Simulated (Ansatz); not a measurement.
Species: H5Si2OF, charge 0, singlet. H5Si2OF (SMILES F[SiH2]O[SiH3]).
B3LYP-D3(BJ)/def2-TZVP minimum from Ansatz (a program for electronic structure):
```xyz
9

Si    -1.8182     0.2702    -0.4923
O     -0.2063    -0.0416    -0.5772
Si     1.2842     0.0748     0.0435
F      1.3514    -0.7231     1.4296
H     -2.4905    -0.8052     0.2674
H     -2.3490     0.3217    -1.8701
H     -2.0435     1.5700     0.1808
H      1.6113     1.4819     0.3395
H      2.2351    -0.5583    -0.8833
```
Charge 0, spin multiplicity 1.

Atomisation energy term by term, kcal/mol (programs: Ansatz). Radicals and triplets start from unrestricted determinants; spin-orbit coupling is neglected. Correlated methods leave the cores frozen. Rows without X2C or -DK are non-relativistic. CBS(X,Y): correlation extrapolated as X^-3, Hartree-Fock from the larger set. A bracket is a step between two methods taken in the basis named. 'core' is core correlation in cc-pwCVTZ (1s frozen past Ne), 'X2C' scalar relativity in cc-pVTZ-DK, both at CCSD(T). For partners of very few electrons the exact lower level stands in for a higher one.

| term | basis | kcal/mol |
|---|---|---|
| Hartree-Fock | cc-pV(Q+d)Z | 582.15 |
| CCSD correlation | CBS(cc-pV(T+d)Z,cc-pV(Q+d)Z) | 174.89 |
| (T) | CBS(cc-pV(T+d)Z,cc-pV(Q+d)Z) | 8.64 |
| CCSDT(Q) - CCSD(T) | cc-pV(D+d)Z | 0.52 |
| core correlation | cc-pwCVTZ | 0.03 |
| scalar relativity | X2C, cc-pVTZ-DK | -2.07 |
| sum: De |  | 764.2 |
